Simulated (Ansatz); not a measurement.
`OBB[SiH3]` + `[OH][Al]([Cl])[Cl]` → `[SiH3][O][Al]([Cl])[Cl]` + `BBO`  (cleavage of the Si–B bond)

Computed with Ansatz on PBE0-D4/def2-TZVP structures; ΔE is electronic, products minus reactants. CBS: MP2 limit from def2 TZ/QZ plus the TZ coupled-cluster correction, frozen cores. DFT in def2-TZVPP. One conformer a species, not always the lowest.

```csv
level,ΔE (kcal/mol)
PBE-D4,-20.6
MP2/def2-SVP,-27.9
```

Question: What does CCSD(T)/CBS give? (Estimate.)

Answer: Ansatz gave: -27.5 kcal/mol. The listed levels differ from it by 6.9, -0.4 kcal/mol.

Largest T1 diagnostic among the species: 0.014.

Leaving LDA and LC-ωPBE aside and taking each functional with its dispersion term where it has one, the values, not all of them listed here, spread over 10.3 kcal/mol, from BHLYP-D4 to PBE-D4. From BLYP to BHLYP (50 % exact exchange), in def2-TZVPP and without D4, ΔE moves by −5.2 kcal/mol. At CCSD(T), def2-SVP lies +1.2 kcal/mol from the extrapolated value and def2-TZVPP +0.0 kcal/mol.
